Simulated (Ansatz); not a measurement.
Frontier orbitals of Cl3FTi (`[F][Ti]([Cl])([Cl])[Cl]`).

Cartesian coordinates in Å:
```
F -0.247 0.336 -1.766
Ti -0.011 0.015 -0.081
Cl 1.884 -0.994 0.198
Cl -0.007 1.886 1.010
Cl -1.619 -1.244 0.639
```

Charge 0, multiplicity 1. Correlated methods include outer-core shells of Ti, which these sets cover unevenly. Scalar relativity is left out up to krypton. Geometry: relaxed with PBE0-D4/def2-TZVP. Basis def2-TZVPP, the Gaussian-basis code of Ansatz.

| functional | HOMO (eV) | LUMO (eV) |
| --- | --- | --- |
| PBE0 | -9.66 | -3.67 |

Give HOMO and LUMO (eV) with LDA (SPW92), PBE, revPBE, BLYP, r2SCAN, B97M-V, B3LYP, r2SCANh, r2SCAN0, HSE06 (plane-wave form), BHLYP, CAM-B3LYP, LC-ωPBE, ωB97X-V, ωB97M-V, HF. (Estimate.)

Computed: 
```csv
functional,HOMO,LUMO
LDA (SPW92),-8.44,-4.71
PBE,-8.28,-4.48
revPBE,-8.22,-4.40
BLYP,-8.10,-4.35
r2SCAN,-8.66,-4.49
B97M-V,-8.74,-4.49
B3LYP,-9.37,-3.89
r2SCANh,-9.16,-4.17
r2SCAN0,-9.91,-3.65
HSE06 (plane-wave form),-9.26,-4.05
BHLYP,-10.88,-2.65
CAM-B3LYP,-10.97,-2.62
LC-ωPBE,-12.36,-1.60
ωB97X-V,-11.99,-1.56
ωB97M-V,-11.81,-1.51
HF,-12.88,0.34
```

B3LYP here is the variant with VWN-RPA as its local correlation; programs differ in this. LC-ωPBE has ω = 0.4 bohr⁻¹.
